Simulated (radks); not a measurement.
Results of a calculation; reference values are marked as such.
The nuclear charge of the vanadium ion V2+ is varied continuously with 21 electrons held in [Ar] 3d3. Level of theory: scalar-relativistic Kohn-Sham, PBEsol, spin-unpolarised, spherical densities, point nucleus (a radial shooting solver on a logarithmic mesh with Libxc functionals). By the Hellmann-Feynman theorem dE/dZ = E(electron-nucleus)/Z, the electronic potential at the nucleus. The scalar-relativistic energy here is not variational (the density holds large components alone), so the two differ by a part that grows with Z.

[
 {"Z": "22.5", "E (hartree)": "-899.06943", "E(electron-nucleus)/Z (hartree)": "-94.7940", "HOMO": "3d", "e(HOMO) (eV)": "-13.979", "<r> HOMO (bohr)": "1.479"},
 {"Z": "22.75", "E (hartree)": "-922.95329", "E(electron-nucleus)/Z (hartree)": "-96.1580", "HOMO": "3d", "e(HOMO) (eV)": "-17.476", "<r> HOMO (bohr)": "1.391"},
 {"Z": "23", "E (hartree)": "-947.17842", "E(electron-nucleus)/Z (hartree)": "-97.5195", "HOMO": "3d", "e(HOMO) (eV)": "-21.268", "<r> HOMO (bohr)": "1.317"},
 {"Z": "23.25", "E (hartree)": "-971.74430", "E(electron-nucleus)/Z (hartree)": "-98.8793", "HOMO": "3d", "e(HOMO) (eV)": "-25.337", "<r> HOMO (bohr)": "1.253"},
 {"Z": "23.5", "E (hartree)": "-996.65059", "E(electron-nucleus)/Z (hartree)": "-100.238", "HOMO": "3d", "e(HOMO) (eV)": "-29.669", "<r> HOMO (bohr)": "1.198"},
 {"Z": "23.75", "E (hartree)": "-1021.89702", "E(electron-nucleus)/Z (hartree)": "-101.595", "HOMO": "3d", "e(HOMO) (eV)": "-34.252", "<r> HOMO (bohr)": "1.149"},
 {"Z": "24", "E (hartree)": "-1047.48341", "E(electron-nucleus)/Z (hartree)": "-102.952", "HOMO": "3d", "e(HOMO) (eV)": "-39.078", "<r> HOMO (bohr)": "1.105"}
]

The central difference of E at Z = 23 is -97.582 hartree, to compare with the third column; the second derivative is -5.45 hartree.
